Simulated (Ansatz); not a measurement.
Isolated molecules relaxed with PBE0-D4/def2-TZVP in Ansatz; ΔE leaves out vibrations. CCSD(T)/CBS adds triple-zeta CCSD(T) − MP2 to the extrapolated MP2 energy (def2 sets, frozen cores). This one scheme is used for every species, atoms too. Functionals use def2-TZVPP. B3LYP here is the variant with VWN-RPA as its local correlation; programs differ in this. No spin–orbit coupling; open shells (•) take unrestricted orbitals. def2 core potentials past Kr. For Te outer-core shells are correlated without core-valence functions, so the limit isn't a true one: a few kJ/mol of doubt a bond, and 10 to 20 or more in all where bonds break to atoms.

`[SiH3][TeH]` → H• + `[SiH3][Te]`•  (homolysis of the H–Te bond)

`[SiH3][TeH]`:

```xyz
6

Si    0.432    0.453   -0.171
Te   -0.481   -1.449    1.157
H    -0.434    1.654   -0.065
H     1.760    0.735    0.429
H     0.591    0.088   -1.600
H    -1.869   -1.481    0.250
```

`[SiH3][Te]`•:

```xyz
5

Si   -0.122   -0.140    0.078
Te    1.203    1.763   -0.813
H    -1.441   -0.248   -0.594
H    -0.328   -0.023    1.544
H     0.688   -1.352   -0.216
```

```csv
level,ΔE (kcal/mol)
PBE-QIDH,71.5
r2SCAN,71.7
B3LYP,72.3
SCS-MP2/def2-QZVPP,74.2
```

Question: What does CCSD(T)/CBS give? (An estimate is asked.)

Answer: Computed: +75.8 kcal/mol. The listed levels differ from it by -4.3, -4.1, -3.5, -1.6 kcal/mol.

Largest T1 diagnostic among the species: 0.011.

Leaving LDA and LC-ωPBE aside and taking each functional with its dispersion term where it has one, the values, not all of them listed here, spread over 2.4 kcal/mol, from r2SCAN0-D4 to B97M-V. LDA lies +11.3 kcal/mol from PBE without D4, its usual overbinding. At CCSD(T), def2-SVP lies −7.2 kcal/mol from the extrapolated value and def2-TZVPP −2.7 kcal/mol: correlation converges slowly with the basis, and small sets miss more of it in the bonded molecule than in its fragments. From BLYP to BHLYP (50 % exact exchange), in def2-TZVPP and without D4, ΔE moves by −1.2 kcal/mol: exact exchange takes away binding that semilocal exchange gives to molecules.
